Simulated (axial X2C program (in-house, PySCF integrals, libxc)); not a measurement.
Nuclear properties of NiCl

Calculated with an axial X2C code built on PySCF integrals: two-component X2C with atomic mean-field Coulomb and Gaunt terms, Gaussian nuclei, basis Ni dyall-cv3z, Cl dyall-av3z with contracted cores.

R = 2.063 Å (near the PBE0 minimum at charge 0 of the determinant lowest at the starting distance; the state shown can have its own minimum elsewhere).

Determinant lowest in the PBE0 search, Ω = 3/2 (⟨Sz⟩ = 0.49, ⟨Lz⟩ = 1.01 at PBE0), spin on the atoms Ni 0.46, Cl 0.02:

| level | Eeff magnitude (GV/cm) | Ws magnitude Ni (kHz) | A∥/gI Ni (MHz) | qzz Ni (a.u.) | A∥/gI Cl (MHz) | qzz Cl (a.u.) | μ (D) |
| --- | --- | --- | --- | --- | --- | --- | --- |
| PBE0 | 0.133 | 0.0217 | 401 | 1.60 | 19.8 | 1.59 | -4.97 |
| HF | 0.067 | 0.0104 | 363 | 0.40 | 8.2 | 0.95 | -6.33 |
| BP86 | 0.141 | 0.0216 | 389 | 2.10 | 47.2 | 1.60 | -3.91 |
| BHandHLYP | 0.0988 | 0.0157 | 398 | 1.20 | 13 | 1.42 | -5.49 |
| r2SCAN | 0.151 | 0.024 | 410 | 1.80 | 39.1 | 1.49 | -4.37 |

Determinant 0.05 eV from it at PBE0 and this distance, Ω = 1/2 (⟨Sz⟩ = 0.49, ⟨Lz⟩ = 0.01 at PBE0), spin on the atoms Ni 0.50, Cl -0.01:

```tsv
level	Eeff magnitude (GV/cm)	Ws magnitude Ni (kHz)	A∥/gI Ni (MHz)	qzz Ni (a.u.)	A∥/gI Cl (MHz)	qzz Cl (a.u.)	μ (D)
PBE0	0.271	0.162	897	2.69	-3.75	1.63	-5.15
HF	0.143	0.0884	479	1.80	-5.92	0.86	-6.43
BP86	0.254	0.152	1220	2.93	9.19	2.07	-4.31
BHandHLYP	0.253	0.149	727	2.51	-6.26	1.35	-5.62
r2SCAN	0.291	0.18	1190	2.86	-4.35	1.77	-4.78
```

Eeff is the effective electric field on the electron electric dipole moment in this Ω state and Ws the scalar–pseudoscalar constant of the nucleus named (defined with the proton number Z and per Ω); A∥ (defined per Ω) follows by multiplying with gI = μI/(I μN); qzz is the electric field gradient, eQq0 = 234.96 MHz × Q/barn × qzz; μ is positive if the Cl end (last atom) is positive. The operators were transformed with the bare-nucleus X2C matrices; with these basis sets, hyperfine constants and field gradients can be off by tens of per cent, and where levels differ in sign neither size nor sign is settled.

**Question.** With gI(61Ni) = -0.5000, Q(35Cl) = -0.08112 barn (g factors from the IAEA table of nuclear moments by Stone; Q from Pyykkö, Mol. Phys. 2018), turn the PBE0 values of the first state into constants in MHz.

**Answer.** A∥(61Ni) = 401 × -0.5000 = -200 MHz; eQq0(35Cl) = 234.96 × (-0.08112) × (1.59) = -30.3 MHz.

Each state is one determinant with collinear spin. Unrestricted Hartree–Fock can overshoot spin polarisation at the nuclei. Where Eeff spreads by more than a factor of two the levels disagree and none is to be relied on. At HF, r2SCAN a later determinant lies lower. States lie within half an eV, so the first need not be the ground state. Further determinants of the search, some of them spin-mixed, are not shown. Where a field gradient or hyperfine factor spreads by more than a factor of two over the levels, a constant derived from it is not to be relied on. PBE0 term energies can be off by some tenths of an eV.
